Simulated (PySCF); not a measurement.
A side-by-side comparison of computed properties.

First species: C5H12GeO2.
SMILES: `[O]1[Ge@@H]([O]C[C@H]1CC)[CH3]`

Second species: Sn(eta1-allyl)Me3, C₆H₁₄Sn.
SMILES: `C=C[CH2][Sn]([CH3])([CH3])[CH3]`

Levels: B3LYP/def2-SVPD for HOMO energy, LUMO energy, HOMO–LUMO gap and static isotropic polarisability; TDDFT B3LYP/def2-SVPD for lowest singlet excitation; TDA B3LYP/def2-SVPD for lowest triplet excitation (Tamm–Dancoff). Geometries: PBE0-D3(BJ)/def2-SVP. Each structure is a single optimised conformer of the isolated species (atoms past krypton carry core potentials, spin–orbit coupling is left out); the electronic structure was computed with PySCF and density fitting.

Values for the first species:

| Quantity | Value |
| --- | --- |
| HOMO energy | -7.30 eV |
| LUMO energy | 0.21 eV |
| HOMO–LUMO gap | 7.51 eV |
| Lowest singlet excitation | 6.51 eV |
| Lowest triplet excitation (Tamm–Dancoff) | 6.25 eV |
| Static isotropic polarisability | 94.9 au |

Task: Estimate the same properties for the second species, and the change in each.

Result: 
```tsv
property	first	second	second less first
HOMO energy	-7.30 eV	-6.30 eV	+1.00 eV
LUMO energy	0.21 eV	-0.16 eV	-0.37 eV
HOMO–LUMO gap	7.51 eV	6.14 eV	-1.37 eV
lowest singlet excitation	6.51 eV	5.48 eV	-1.03 eV
lowest triplet excitation (Tamm–Dancoff)	6.25 eV	4.06 eV	-2.19 eV
static isotropic polarisability	94.9 au	119.4 au	+24.5 au
```

On the first: In wavenumbers S1 is 52500 cm⁻¹ (1 eV = 8065.54 cm⁻¹). The polarisability is 14.06 Å³ as a volume (1 au = 0.148185 Å³), or 1.05 au for each of the 90 electrons. Relativistic effects, spin–orbit coupling among them, are left out although an element past zinc is present.

On the second: The polarisability is 17.69 Å³ as a volume (1 au = 0.148185 Å³). The vertical singlet–triplet gap S1 − T1 is 1.42 eV (TDDFT singlet less Tamm–Dancoff triplet; S1: HOMO→LUMO, weight 0.86; T1: HOMO→LUMO+1, weight 0.56, beside HOMO→LUMO, weight 0.32). Atoms past krypton carry effective core potentials; spin–orbit coupling is left out.
